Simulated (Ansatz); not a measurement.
Consider the substitution at a C–N bond: `C=C(F)N[SiH3]` + CH₃SH → `C=C(F)SC` + `N[SiH3]`.

Computed with Ansatz on PBE0-D4/def2-TZVP structures; ΔE is electronic, products minus reactants. CCSD(T)/CBS adds triple-zeta CCSD(T) − MP2 to the extrapolated MP2 energy (def2 sets, frozen cores). This one scheme is used for every species. Functionals use def2-TZVPP. One conformer a species, not always the lowest.

`C=C(F)N[SiH3]`:

```xyz
11

C     1.359   -0.493   -1.646
C     0.786   -0.083   -0.522
F     1.522    0.516    0.430
N    -0.518   -0.160   -0.117
Si   -1.142    0.422    1.401
H     2.417   -0.346   -1.795
H     0.774   -0.976   -2.416
H    -1.135   -0.598   -0.779
H    -0.958    1.887    1.551
H    -0.516   -0.263    2.558
H    -2.588    0.095    1.337
```

CH₃SH:

Cartesian coordinates in Å:
```
C 0.116 -0.323 0.352
S 0.190 1.267 -0.503
H -0.889 -0.535 0.715
H 0.784 -0.238 1.209
H 0.468 -1.135 -0.283
H -0.668 0.965 -1.489
```

`C=C(F)SC`:

Z-matrix (Å, degrees):
```
C
S 1 1.803
H 1 1.088 2 110.8
H 1 1.090 2 106.0 3 -118.2
H 1 1.090 2 111.0 3 123.2
C 2 1.742 1 100.6 3 -58.4
F 6 1.343 2 114.5 1 48.5
C 6 1.324 2 125.2 1 -135.9
H 8 1.080 6 119.9 2 8.0
H 8 1.082 6 120.4 2 -171.0
```

`N[SiH3]`:

```xyz
7

N    -0.652    0.610   -0.584
Si    0.481   -0.301    0.335
H    -1.378    1.123   -0.112
H    -0.987    0.247   -1.462
H     1.003    0.576    1.415
H    -0.047   -1.539    0.984
H     1.580   -0.715   -0.575
```

Is it downhill or uphill in electronic energy at CCSD(T)/CBS, and by how much? (An estimate is asked.)

Ansatz gave: Uphill: ΔE = +0.06 eV.

What do these levels give: BLYP-D4, B97M-V, ωB97M-V, PBE-QIDH, BLYP, r2SCAN, LC-ωPBE, RPA@PBE/def2-TZVPP, CCSD(T)/def2-SVP, HF/CBS(def2), MP2/CBS(def2), CCSD/CBS(def2)? (Best estimate.)

The calculation gave: BLYP-D4 0.07, B97M-V 0.10, ωB97M-V 0.11, PBE-QIDH 0.12, BLYP 0.08, r2SCAN 0.10, LC-ωPBE 0.14, RPA@PBE/def2-TZVPP 0.13, CCSD(T)/def2-SVP 0.28, HF/CBS(def2) 0.24, MP2/CBS(def2) 0.03, CCSD/CBS(def2) 0.09 eV.

Largest T1 diagnostic among the species: 0.012.

From r2SCAN to r2SCAN0 (25 % exact exchange), in def2-TZVPP and without D4, ΔE moves by +0.04 eV. Leaving LDA and LC-ωPBE aside and taking each functional with its dispersion term where it has one, the values, not all of them listed here, spread over 0.11 eV, from revPBE-D4 to BHLYP-D4. LDA lies +0.08 eV from PBE without D4. In def2-TZVPP, CCSD(T) changes the Hartree–Fock value by −0.14 eV (the triples alone add −0.03 eV) and MP2 by −0.18 eV.
